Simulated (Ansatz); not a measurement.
Reaction (redistribution): `F[Si](F)(S)Cl` + `IC1=C[SiH2]1` → `F[Si](F)(Cl)I` + `SC1=C[SiH2]1`

Program: Ansatz. Geometries: PBE0-D4/def2-TZVP. ΔE: electronic, gas phase. CCSD(T)/CBS is the MP2 limit (def2-TZVPP, def2-QZVPP) plus CCSD(T) − MP2 in def2-TZVPP, frozen cores. DFT in def2-TZVPP. def2 core potentials past Kr. For I outer-core shells are correlated without core-valence functions, which leaves a few kJ/mol of doubt a bond. Each species was taken in one conformer, which may not be the lowest.

`F[Si](F)(S)Cl`:

Cartesian coordinates in Å:
```
F -0.468 -0.284 1.649
Si 0.273 0.179 0.337
F 1.813 0.258 0.662
S 0.061 -1.203 -1.224
Cl -0.418 2.026 -0.101
H -1.261 -0.976 -1.323
```

`IC1=C[SiH2]1`:

```xyz
7

I     1.983    0.185   -2.128
C     0.599    0.007   -0.610
C     0.311   -0.908    0.305
Si   -0.784    0.541    0.424
H     0.677   -1.883    0.600
H    -2.179    0.499   -0.074
H    -0.607    1.560    1.483
```

`F[Si](F)(Cl)I`:

Cartesian coordinates in Å:
```
F -1.459 -0.038 -0.763
Si -0.078 0.101 -0.020
F -0.223 1.267 1.027
Cl 1.331 0.611 -1.364
I 0.428 -1.941 1.120
```

`SC1=C[SiH2]1`:

Cartesian coordinates in Å:
```
S -1.400 -1.039 1.480
C -0.485 -0.196 0.295
C -0.766 0.599 -0.743
Si 1.009 0.371 -0.565
H -0.365 -1.587 2.136
H -1.661 0.993 -1.204
H 1.782 -0.548 -1.435
H 1.885 1.407 0.035
```

Is it downhill or uphill in electronic energy at CCSD(T)/CBS, and by how much? (An estimate is asked.)

The calculation gave: Downhill: ΔE = -0.24 eV.

What do these levels give: revPBE-D4, r2SCAN-D4, BHLYP-D4, CCSD/def2-SVP, HF/def2-QZVPP, HF/CBS(def2)? (An estimate is asked.)

The calculation gave: revPBE-D4 -0.29, r2SCAN-D4 -0.30, BHLYP-D4 -0.30, CCSD/def2-SVP -0.26, HF/def2-QZVPP -0.29, HF/CBS(def2) -0.29 eV.

What do rigid-rotor, harmonic-oscillator terms from PBE0-D4/def2-TZVP frequencies (298.15 K, 1 bar) make of the CCSD(T)/CBS value? (Best estimate.)

Computed: ΔZPE = +0.03 eV, ΔH = -0.22 eV, ΔS = -7 J/(mol·K), ΔG = -0.20 eV.

Largest T1 diagnostic among the species: 0.014.

From BLYP to BHLYP (50 % exact exchange), in def2-TZVPP and without D4, ΔE moves by −0.05 eV. Leaving LDA and LC-ωPBE aside and taking each functional with its dispersion term where it has one, the values, not all of them listed here, spread over 0.08 eV, from PBE0-D4 to B97M-V. LDA lies −0.05 eV from PBE without D4. In def2-TZVPP, CCSD(T) changes the Hartree–Fock value by +0.09 eV (the triples alone add +0.01 eV) and MP2 by +0.06 eV.
